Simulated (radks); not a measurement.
Values are calculated unless marked as measured or tabulated.
Task: Coherent X-ray form factor from a spherical all-electron density. Level of theory: non-relativistic Kohn-Sham, PBEsol, spin-unpolarised, spherical densities, point nucleus (a radial shooting solver on a logarithmic mesh with Libxc functionals).

| sin(theta)/lambda (1/angstrom) | f0 (electrons) |
|---|---|
| 0.05 | 24.544 |
| 0.1 | 23.346 |
| 0.15 | 21.749 |
| 0.2 | 20.031 |
| 0.25 | 18.330 |
| 0.3 | 16.707 |
| 0.4 | 13.807 |
| 0.5 | 11.477 |
| 0.6 | 9.737 |
| 0.8 | 7.625 |
| 1 | 6.512 |
| 1.25 | 5.548 |
| 1.5 | 4.670 |
| 2 | 3.145 |

The species is in the configuration that NIST lists as its ground one. Which atom or ion scatters so?

Result: The iron ion Fe+, [Ar] 3d6 4s1. Extrapolating in s^2 from the first two rows gives f0(0) = 24.9, near the electron count 25; among species with that count, the fall with angle is slower the higher Z, and the table is that of Z = 26; from so few rows the species is fixed only to a neighbour or two.
